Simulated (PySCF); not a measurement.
# What a mistake does to a calculation on FH2Si

Calculated results; nothing here was measured. The program is PySCF 2.14.0, an open-source quantum chemistry code, run on an isolated molecule that a program drew, which may never have been made. The molecule is FH2Si (charge 0, doublet), drawn as the SMILES string `F[SiH2]`.

Each row is a Hartree-Fock (HF) and frozen-core CCSD(T) single point in the cc-pV(D+d)Z basis, meant for a local HF minimum. Run 1 is clean. Each other run has one planted mistake out of seven kinds, and not every kind appears here: one electron removed, one electron added, multiplicity raised by two, geometry at a saddle point, minimal basis STO-3G, one bond length entered in bohr, all coordinates scaled. The reference is restricted for singlets and unrestricted otherwise, and also for a bond in bohr. Adding or removing an electron swaps singlet and doublet. Electrons count all cores. HOMO and LUMO are orbital energies over both spins, the gradient is its largest component, and the lowest frequency (negative if imaginary) is given only where the gradient is small. Bond lengths are over the 3 bonds as drawn. T1 is the CCSD diagnostic: over 0.02 (restricted) or 0.045 (unrestricted) a single reference is doubtful.

Geometry of the clean run:
```xyz
4
FH2Si, angstrom
F    -2.3769    0.6420    1.5055
Si   -2.7052    0.4107    3.0751
H    -1.4815   -0.1055    3.7244
H    -3.8160   -0.5604    3.1690
```

| run | electrons | basis functions | <S^2> | HOMO (eV) | LUMO (eV) | gradient (hartree/bohr) | lowest frequency (cm^-1) | mean bond (Å) | longest bond (Å) | T1 | HF (hartree) | CCSD(T) (hartree) | mistake |
|---|---|---|---|---|---|---|---|---|---|---|---|---|---|
| 1 | 25 | 47 | 0.753 | -9.68 | 1.30 | 1.4e-05 | 761 | 1.5256 | 1.620 | 0.0144 | -389.54815 | -389.84527 | no fault |
| 2 | 26 | 47 | 0.000 | -0.23 | 10.12 | 7.0e-02 | - | 1.5256 | 1.620 | 0.0109 | -389.52632 | -389.84893 | one electron added |
| 3 | 25 | 47 | 1.115 | -9.83 | 0.73 | 2.8e-02 | - | 1.9640 | 2.794 | 0.0493 | -389.45608 | -389.74858 | ? |
| 4 | 24 | 47 | 0.000 | -20.92 | -8.22 | 6.8e-02 | - | 1.5256 | 1.620 | 0.0210 | -389.21883 | -389.51885 | ? |

**Which mistake was planted in run 3, and what did it cost?**

The mean bond changes by a factor of 1.287 and the longest by 1.725, so the molecule wasn't scaled as a whole. A length L in bohr read as angstrom grows by (1/0.5292 - 1) L = 0.890 L. The 3 bonds together grew by 3 x 0.4384 = 1.315 Å, which gives L = 1.478 Å. That is the length of one of the H-Si bonds, 1.478 Å in the clean geometry. So the mistake is: one bond length entered in bohr. Subtracting run 1 and multiplying by 627.51 kcal/mol a hartree, the energy moved by 57.8 kcal/mol in HF and 60.7 kcal/mol in CCSD(T).

**Which mistake was planted in run 4, and what did it cost?**

It counts 24 electrons, one fewer than the clean run, at the same geometry and basis. So the mistake is: one electron removed. Subtracting run 1 and multiplying by 627.51 kcal/mol a hartree, the energy moved by 206.7 kcal/mol in HF and 204.8 kcal/mol in CCSD(T).

Cautions from the logs. Run 3: T1 is over the limit, so its CCSD(T) energy is less reliable; run 4: T1 is over the limit, so its CCSD(T) energy is less reliable.
